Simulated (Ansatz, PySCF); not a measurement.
Process, species as SMILES: C/C=C\CCC → [CH2]CC/C=C\C + H atom (the C-H bond at the site shown breaks; other sites are not compared here)
Geometries: B3LYP-D3(BJ)/def2-TZVP minima from Ansatz (an electronic-structure program), one conformer each, not searched for the lowest. Frequencies are from Ansatz or PySCF.

Wanted: bond dissociation energy (0 K, with B3LYP-D3(BJ) harmonic zero-point energies), in kcal/mol. Cores are frozen in the correlated levels unless marked. Open shells are spin-unrestricted. No spin-orbit coupling. No relativistic terms. CBS(X,Y): correlation extrapolated as X^-3; Hartree-Fock from the larger set. The bracket is a focal-point correction in the basis named.

Level to compare with: RI-MP2/CBS(cc-pVTZ,cc-pVQZ)+[CCSD(T)-MP2]/cc-pVTZ (Ansatz), 100.6 kcal/mol. It is a level with limits of its own, and the differences hold the functionals' basis error too.

### Question
Rank these functionals by how close they come to RI-MP2/CBS(cc-pVTZ,cc-pVQZ)+[CCSD(T)-MP2]/cc-pVTZ, closest first: HSE06/def2-TZVPD (Ansatz); SVWN5/def2-TZVPD (Ansatz); B3LYP/def2-TZVPD (Ansatz).

### Answer
B3LYP/def2-TZVPD (global hybrid, 97.1 kcal/mol, difference -3.5), HSE06/def2-TZVPD (screened hybrid, 95.8 kcal/mol, difference -4.8), SVWN5/def2-TZVPD (LDA, 108.0 kcal/mol, difference 7.4)
